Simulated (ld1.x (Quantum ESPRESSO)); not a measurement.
## An all-electron radial function and its pseudo partner (promethium)

Columns: radius, all-electron u(r) and pseudo u(r) of the 5d shell (level -1.95 eV) of promethium in the configuration [Kr] 4d10 5s2 4f5 5p6 5d0 6s2 6p0; LDA (PZ), scalar-relativistic, TM semilocal scheme, ld1.x (Quantum ESPRESSO) 7.5.

```tsv
r (bohr)	all-electron	pseudo
0.158	0.1492	0.0014
0.315	-0.0642	0.0109
0.473	-0.2255	0.0349
0.630	-0.1964	0.0764
0.788	-0.0676	0.1353
0.945	0.0833	0.2067
1.102	0.2212	0.2841
1.260	0.3344	0.3604
1.418	0.4206	0.4283
1.575	0.4823	0.4832
1.732	0.5242	0.5235
1.890	0.5506	0.5500
2.047	0.5646	0.5644
2.205	0.5693	0.5693
2.362	0.5672	0.5672
2.520	0.5599	0.5599
2.678	0.5489	0.5489
2.835	0.5355	0.5355
2.992	0.5203	0.5203
3.150	0.5038	0.5038
3.308	0.4867	0.4867
3.465	0.4692	0.4692
3.622	0.4516	0.4516
3.780	0.4338	0.4338
3.938	0.4162	0.4162
4.095	0.3989	0.3989
```

Question: How many radial nodes do the two functions have?

Answer: The all-electron 5d function has n − l − 1 = 2; the pseudo-wave has 0, since the states of the same l below it are removed with the core.

Question: At about which radius was the pseudo-wave matched?

Answer: 2.70 bohr. The columns agree to 0.0005 from 2.05 bohr on; several derivatives are matched, so the curves merge somewhat inside the radius.

Question: Is the pseudo-wave norm-conserving?

Answer: Yes: the TM semilocal scheme keeps the norm inside the radius equal to the all-electron one, which fixes the energy derivative of the logarithmic derivative at the level.
